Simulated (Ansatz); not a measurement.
`N[SiH](S)Cl` + H–F → `N[SiH](F)Cl` + H₂S  (ligand exchange at the Si–S bond)

Isolated molecules relaxed with PBE0-D4/def2-TZVP in Ansatz; ΔE leaves out vibrations. CCSD(T)/CBS adds triple-zeta CCSD(T) − MP2 to the extrapolated MP2 energy (def2 sets, frozen cores). This one scheme is used for every species. Functionals use def2-TZVPP. Each species was taken in one conformer, which may not be the lowest.

(1) Is it downhill or uphill in electronic energy at CCSD(T)/CBS, and by how much? (An estimate is asked.)

(2) What do these levels give: BLYP-D4, B2PLYP, revPBE, RPA@PBE/def2-TZVPP, CCSD/def2-SVP, SCS-MP2/def2-TZVPP? (An estimate is asked.)

Largest T1 diagnostic among the species: 0.010.

Answers

(1) The calculation gave: Downhill: ΔE = -0.87 eV.

(2) Ansatz gave: BLYP-D4 -0.89, B2PLYP -0.97, revPBE -0.81, RPA@PBE/def2-TZVPP -0.95, CCSD/def2-SVP -0.96, SCS-MP2/def2-TZVPP -0.93 eV.

The D4 term adds +0.09 eV with B3LYP and +0.05 eV with PBE0; it sums over pairs of atoms, weighted by their polarisabilities, and B3LYP, whose exchange is more repulsive, gets the larger term. Leaving LDA and LC-ωPBE aside and taking each functional with its dispersion term where it has one, the values, not all of them listed here, spread over 0.30 eV, from CAM-B3LYP-D4 to revPBE-D4. In def2-TZVPP, CCSD(T) changes the Hartree–Fock value by +0.24 eV (the triples alone add +0.05 eV) and MP2 by +0.30 eV.

B3LYP here is the variant with VWN-RPA as its local correlation; programs differ in this.
